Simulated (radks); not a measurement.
The iodine ion I12+, configuration [Kr] 4d5. Method: non-relativistic Kohn-Sham, TPSS, spin-polarised, spherical densities, point nucleus; open shells are filled with parallel spins first (spin-orbit coupling, left out, can overturn this in heavy ions); meta-GGA in the generalised Kohn-Sham scheme; relativity is left out, which matters for an element this heavy; computed with a radial shooting solver on a logarithmic mesh with Libxc functionals.

X-ray form factor f0, the Fourier transform of the density (f0(0) = 41):

sin(theta)/lambda (1/angstrom)  f0 (electrons)
0.05                                    40.801
0.1                                     40.214
0.15                                    39.272
0.2                                     38.025
0.25                                    36.536
0.3                                     34.874
0.4                                     31.310
0.5                                     27.825
0.6                                     24.737
0.8                                     20.119
1                                       17.094
1.25                                    14.260
1.5                                     11.774
2                                        7.942
